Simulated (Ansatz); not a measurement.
Gas-phase reaction in SMILES: CC1CCCC1 -> CC1C[CH]CC1 + H atom (the C-H bond at the site shown breaks; other sites are not compared here)
Geometries: B3LYP-D3(BJ)/def2-TZVP minima from Ansatz (a quantum-chemistry and plane-wave program), one conformer each, not searched for the lowest.

Property: bond dissociation energy (electronic energy difference), in eV. Valence correlation only, unless marked. Open shells are spin-unrestricted. Spin-orbit coupling is left out. Non-relativistic. Basis-set limits of correlation are two-point, X^-3; Hartree-Fock from the larger set. [CCSD(T)-MP2]/basis is that difference in the basis named.

| level | program | bond dissociation energy (eV) | minus last row |
|---|---|---|---|
| HF/6-31G* | Ansatz | 3.43 | -1.11 |
| BLYP-D4/def2-TZVPD | Ansatz + dftd4 | 4.31 | -0.23 |
| B3LYP-D3(BJ)/def2-TZVPD | Ansatz + dftd3 | 4.38 | -0.16 |
| PBE0-D4/def2-TZVP | Ansatz + dftd4 | 4.30 | -0.24 |
| PBE0/def2-TZVPD | Ansatz | 4.28 | -0.26 |
| HSE06-D4/def2-TZVPD | Ansatz + dftd4 | 4.30 | -0.24 |
| CAM-B3LYP-D4/def2-TZVPD | Ansatz + dftd4 | 4.40 | -0.14 |
| B2PLYP-D3(BJ)/def2-TZVPD | Ansatz + dftd3 | 4.39 | -0.15 |
| CCSD(T)/STO-3G | Ansatz | 5.21 | 0.67 |
| RI-MP2/CBS(cc-pVTZ,cc-pVQZ)+[CCSD(T)-MP2]/cc-pVTZ | Ansatz | 4.54 | 0.00 |
